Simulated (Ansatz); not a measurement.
Calculated with Ansatz (gas phase, PBE0-D4/def2-TZVP geometries, no zero-point term in ΔE). CCSD(T)/CBS is the MP2 limit (def2-TZVPP, def2-QZVPP) plus CCSD(T) − MP2 in def2-TZVPP, frozen cores. This one scheme is used for every species. DFT in def2-TZVPP. One conformer a species, not always the lowest.

Reaction (substitution at a C–Si bond): `F[SiH2]C1CO1` + silanol → `[SiH3]OC1CO1` + `F[SiH3]`

Q: Is it downhill or uphill in electronic energy at CCSD(T)/CBS, and by how much? (An estimate is asked.)

A: Computed: Uphill: ΔE = +10.7 kcal/mol.

Q: What do these levels give: PBE-D4, r2SCAN-D4, PBE, HF/def2-TZVPP, MP2/def2-TZVPP, SCS-MP2/def2-TZVPP, CCSD/def2-TZVPP, CCSD(T)/def2-TZVPP, HF/def2-QZVPP, SCS-MP2/def2-QZVPP, HF/CBS(def2), MP2/CBS(def2)? (Best estimate.)

A: Ansatz gave: PBE-D4 9.8, r2SCAN-D4 9.5, PBE 10.1, HF/def2-TZVPP 7.2, MP2/def2-TZVPP 10.9, SCS-MP2/def2-TZVPP 9.9, CCSD/def2-TZVPP 9.5, CCSD(T)/def2-TZVPP 9.5, HF/def2-QZVPP 7.2, SCS-MP2/def2-QZVPP 10.6, HF/CBS(def2) 7.3, MP2/CBS(def2) 12.1 kcal/mol.

Largest T1 diagnostic among the species: 0.012.

In def2-TZVPP, CCSD(T) changes the Hartree–Fock value by +2.3 kcal/mol (the triples alone add +0.0 kcal/mol) and MP2 by +3.7 kcal/mol.
